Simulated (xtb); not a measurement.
A run for xtb: GFN-FF on CH4OSn (SMILES C[O][SnH]), a point of a torsion scan.

```
$ xtb mol.xyz --gfnff --sp --chrg 0 --uhf 0
7

C     -0.99371555    -0.23546610     0.08244806
O      0.07260750     0.67189846    -0.01388572
Sn     1.98238089     1.21266860     0.04300991
H     -0.68454171    -1.24116660    -0.20594764
H     -1.79860490     0.09196081    -0.58024559
H     -1.36863104    -0.25929715     1.10830544
H      2.95723533    -0.37122474    -0.49036609
```

The log:

```
[...]
           -------------------------------------------------
          |                Calculation Setup                |
           -------------------------------------------------



          ==================== Thresholds ====================
          CN  :   150.00000
          rep :   500.00000
          disp:  2500.00000
          HB1 :   250.00000
          HB2 :   450.00000

          Pauling EN used:
          Z : 1  EN :  2.20
          Z : 6  EN :  2.55
          Z : 8  EN :  3.44
          Z :50  EN :  1.96
          electric field strengths (au): 0.000

           -------------------------------------------------
          |           Force Field Initialization            |
           -------------------------------------------------

          distances ...
          ----------------------------------------
          generating topology and atomic info file ...
          pair mat ...
          computing topology distances matrix with Floyd-Warshall algo ...
          making topology EEQ charges ...
          #fragments for EEQ constrain: 1
          ----------------------------------------
          generating topology and atomic info file ...
          pair mat ...
          computing topology distances matrix with Floyd-Warshall algo ...
          making topology EEQ charges ...
          #fragments for EEQ constrain: 1
          rings ...
          # BATM   14
          # H in HB   1
          doing iterative Hueckel for 1 subsystem(s) ...

  atom   neighbors  erfCN metchar sp-hybrid imet pi  qest     coordinates
    1  C       4    3.49   0.00         3    0    0   0.041   -1.877850   -0.444966    0.155804
    2  O       2    1.91   0.00         3    0    0  -0.388    0.137208    1.269704   -0.026240
    3  Sn      2    1.74   0.18         2    0    0   0.297    3.746157    2.291612    0.081277
    4  H       1    0.97   0.00         0    0    0   0.028   -1.293596   -2.345465   -0.389185
    5  H       1    0.97   0.00         0    0    0   0.028   -3.398871    0.173781   -1.096505
    6  H       1    0.97   0.00         0    0    0   0.028   -2.586338   -0.490001    2.094394
    7  H       1    0.79   0.05         0    0    0  -0.033    5.588365   -0.701513   -0.926658

          #atoms :   7
          #bonds :   6
          #angl  :   8
          #tors  :   4
          #nmol  :   1
          #optfrag :   1
           -------------------------------------------------
          |                   G F N - F F                   |
          |          A general generic force-field          |
          |                  Version 1.0.3                  |
           -------------------------------------------------
          Number of HB bonds (bound hydrogen)     0
          Number of HB bonds (unbound hydrogen)   0
          Number of XB bonds                      0

 E+G (total)                   0 d,  0 h,  0 min,  0.000 sec
 distance/D3 list               ...        0 min,  0.000 sec (  0.865%)
 non bonded repulsion           ...        0 min,  0.000 sec ( 12.958%)
 dCN                            ...        0 min,  0.000 sec ( 20.547%)
 EEQ energy and q               ...        0 min,  0.000 sec (  8.701%)
 D3                             ...        0 min,  0.000 sec ( 12.974%)
 EEQ gradient                   ...        0 min,  0.000 sec (  6.051%)
 bonds                          ...        0 min,  0.000 sec (  8.329%)
 bend and torsion               ...        0 min,  0.000 sec ( 10.884%)
 bonded ATM                     ...        0 min,  0.000 sec (  4.496%)
 HB/XB (incl list setup)        ...        0 min,  0.000 sec (  9.201%)

         :::::::::::::::::::::::::::::::::::::::::::::::::::::
Note: The following floating-point exceptions are signalling: IEEE_UNDERFLOW_FLAG IEEE_DENORMAL
normal termination of xtb
         ::                     SUMMARY                     ::
         :::::::::::::::::::::::::::::::::::::::::::::::::::::
         :: total energy              -0.768716180158 Eh    ::
         :: gradient norm              0.066345876145 Eh/a0 ::
         ::.................................................::
         :: bond energy               -0.737394285415 Eh    ::
         :: angle energy               0.007191508760 Eh    ::
         :: torsion energy             0.000263491797 Eh    ::
         :: repulsion energy           0.030885215049 Eh    ::
         :: electrostat energy        -0.067333119776 Eh    ::
         :: dispersion energy         -0.002343950445 Eh    ::
         :: HB energy                  0.000000000000 Eh    ::
         :: XB energy                  0.000000000000 Eh    ::
         :: bonded atm energy          0.000014959873 Eh    ::
         :: external energy            0.000000000000 Eh    ::
         :: add. restraining           0.000000000000 Eh    ::
         :: total charge              -0.000000000000 e     ::
         :::::::::::::::::::::::::::::::::::::::::::::::::::::

           -------------------------------------------------
          |                Property Printout                |
           -------------------------------------------------

molecular dipole:
                 x           y           z       tot (Debye)
 q only:        0.623       0.144       0.096       1.644

           -------------------------------------------------
          | TOTAL ENERGY               -0.768716180158 Eh   |
          | GRADIENT NORM               0.066345876145 Eh/α |
           -------------------------------------------------
########################################################################
[WARNING] Runtime exception occurred
-1- gfnff_setup: Could not read topology file.
########################################################################

------------------------------------------------------------------------
------------------------------------------------------------------------
 total:
 SCF:
```

The run finished.

Cost: about 0.020 core-seconds (a rough figure).
